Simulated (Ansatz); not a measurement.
Two isomers of C2H9GeN: A = `C[N](C)[GeH3]`, B = `C[CH2][GeH2][NH2]`.

Isolated molecules relaxed with PBE0-D4/def2-TZVP in Ansatz; ΔE leaves out vibrations. CCSD(T)/CBS is the MP2 limit (def2-TZVPP, def2-QZVPP) plus CCSD(T) − MP2 in def2-TZVPP, frozen cores. Functionals use def2-TZVPP. B3LYP here is the variant with VWN-RPA as its local correlation; programs differ in this. For Ge outer-core shells are correlated without core-valence functions, which leaves a few kJ/mol of doubt a bond. Scalar relativity is left out up to krypton. Each species was taken in one conformer, which may not be the lowest.

Q: Which is lower in electronic energy at CCSD(T)/CBS, and by how much? (Best estimate.)

A: Ansatz gave: B, by 93.4 kJ/mol.

Q: Give E(B) − E(A) in kJ/mol with CCSD/def2-TZVPP, CCSD(T)/def2-SVP, PBE0-D4, CCSD(T)/def2-TZVPP, B2PLYP, HF/def2-TZVPP, B3LYP-D4. (Best estimate.)

A: Ansatz gave: CCSD/def2-TZVPP -91.7, CCSD(T)/def2-SVP -66.1, PBE0-D4 -88.2, CCSD(T)/def2-TZVPP -91.3, B2PLYP -89.5, HF/def2-TZVPP -85.5, B3LYP-D4 -84.1. None reverses the order clearly.

Q: Does the order hold for the free energy at 298.15 K (harmonic terms from PBE0-D4)? (Best estimate.)

A: Ansatz gave: Yes: G(B) − G(A) = -90.9 kJ/mol, for one conformer each.

Largest T1 diagnostic: 0.011.

At CCSD(T), def2-SVP lies +27.3 kJ/mol from the extrapolated value and def2-TZVPP +2.1 kJ/mol. Leaving LDA and LC-ωPBE aside and taking each functional with its dispersion term where it has one, the values, not all of them listed here, spread over 10.9 kJ/mol, from PBE-QIDH to BLYP-D4. LDA lies +9.6 kJ/mol from PBE without D4.
